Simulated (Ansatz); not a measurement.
CoO3F3H6⁻, that is mer-CoF3(H2O)3 with one electron more. Charge -1, multiplicity 2. Geometry r2SCAN-D4/def2-SVP, that of the neutral singlet.

| atom | x (Å) | y (Å) | z (Å) |
| --- | --- | --- | --- |
| Co1 | 0.039 | -0.135 | 0.122 |
| F2 | -0.362 | -1.760 | -0.547 |
| F3 | 0.340 | 1.624 | 0.616 |
| F4 | 1.299 | -0.799 | 1.193 |
| O5 | -1.324 | 0.745 | -0.983 |
| H6 | -1.089 | 0.672 | -1.921 |
| H7 | -1.033 | 1.633 | -0.676 |
| O8 | -1.221 | -0.702 | 1.457 |
| H9 | -0.542 | -0.943 | 2.122 |
| H10 | -1.326 | -1.539 | 0.931 |
| O11 | 1.489 | 0.319 | -1.080 |
| H12 | 2.144 | -0.280 | -0.665 |
| H13 | 1.584 | 1.166 | -0.570 |

At PBE-D4/def2-TZVPD, r2SCAN-D4/def2-TZVPD, PBE0-D4/def2-TZVPD the highest occupied level of the charge -1 doublet lies above zero (up to 2.27 eV). By energy differences its removal costs 1.36 eV (vertical, to the charge 0 singlet, at PBE0-D4/def2-TZVPD). At PBE-D4/def2-TZVPD the gap within one spin of the charge -1 doublet nearly closes, so an electron or hole may be smeared out by delocalisation error. At r2SCAN-D4/def2-TZVPD, PBE0-D4/def2-TZVPD the charge -1 doublet is spin-contaminated (final ⟨S²⟩ up to 1.10, 0.75 for a pure state).

**Question.** Estimate the α-spin orbital energies around the gap (eV) in Ansatz with PBE-D4/def2-TZVPD, r2SCAN-D4/def2-TZVPD, PBE0-D4/def2-TZVPD.

**Answer.** 
```tsv
orbital	PBE-D4/def2-TZVPD	r2SCAN-D4/def2-TZVPD	PBE0-D4/def2-TZVPD
HOMO−5	-2.59	-2.57	-3.93
HOMO−4	-2.20	-2.20	-3.58
HOMO−3	0.85	0.63	-1.24
HOMO−2	0.92	0.95	-1.01
HOMO−1	1.03	1.32	-0.85
HOMO	2.16	2.27	0.32
LUMO	2.28	2.88	3.07
LUMO+1	2.64	3.59	3.81
LUMO+2	3.15	3.72	3.92
LUMO+3	3.17	3.79	4.45
LUMO+4	3.82	4.42	5.01
LUMO+5	4.43	5.04	5.13
β HOMO	1.40	1.45	-0.41
β LUMO	2.53	3.05	3.13
```
